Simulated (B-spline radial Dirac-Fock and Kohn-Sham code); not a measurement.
## Atomic SCF run for Tl⁷⁺

ΔSCF core binding energies without Breit or QED terms, calculated with an atomic code on a B-spline grid. Keys: rel is the Hamiltonian (dirac, or spin-free x2c and nr, where L3 and M5 stand for the whole 2p and 3d shells), method is hf or an exchange,correlation pair (spin-unpolarised, also for the hole states), nuc the nuclear model, radius_factor scales its radius, rmax is the box in bohr, h the logarithmic mesh step, order the B-spline order, points the quadrature points per cell, c_factor scales the speed of light, and damp, ndamp, maxit and tol steer the iteration. The run stops when the commutator error falls below 10·tol·max(1, Z/10), or the numerical noise floor, and the energy has settled to about 1e-8 Ha; the virial ratio is −V/T.

Input (task.json):

```json
{"items": [{"Z": 81, "q": 7, "cfg": [[1, 0, 2], [2, 0, 2], [2, 1, 6], [3, 0, 2], [3, 1, 6], [3, 2, 10], [4, 0, 2], [4, 1, 6], [4, 2, 10], [4, 3, 14], [5, 0, 2], [5, 1, 6], [5, 2, 6]], "A": 205, "rrms": 5.4759, "do": "settings", "holes": ["K", "L3", "M5"],
  "settings": [{"rel": "dirac", "method": "hf", "nuc": "fermi", "radius_factor": 1000.0, "rmax": 45.0, "h": 0.3, "order": 8, "points": 10, "c_factor": 1.0, "maxit": 94, "damp": 0.5, "ndamp": 3, "tol": 1e-08}]}]}
```

Command: `python xray2_run.py task.json out`

Ground-state iterations:

```
iter   energy (Ha)        error
   1    -9766.43884285  1.09e+01
   2    -9886.46160619  3.25e+00
   3    -9943.43890558  6.83e-01
   4    -9946.46468516  1.44e-01
   5    -9946.55296026  8.15e-02
   6    -9946.59578956  5.73e-03
   7    -9946.59591715  3.75e-04
   8    -9946.59591843  6.64e-05
   9    -9946.59591848  4.55e-06
  10    -9946.59591848  2.01e-07
```

The ground state converged in 10 iterations, with total energy -9946.59592 Ha, virial ratio 2.66112 and highest orbital energy -102.75 eV. ΔSCF binding energies: K (1s) 10297.9 eV, L3 (2p3/2) 6065.6 eV, M5 (3d5/2) 2553.8 eV.

Q: One setting is unsound. Which, and why?

A: radius_factor inflates the nucleus far beyond its size, which weakens the binding of the inner electrons. With the default settings (Dirac Hartree-Fock): The ground state converged in 10 iterations, with total energy -20261.99201 Ha, virial ratio 1.86399 and highest orbital energy -117.26 eV. ΔSCF binding energies: K (1s) 86116.8 eV, L3 (2p3/2) 12811.9 eV, M5 (3d5/2) 2509.8 eV.
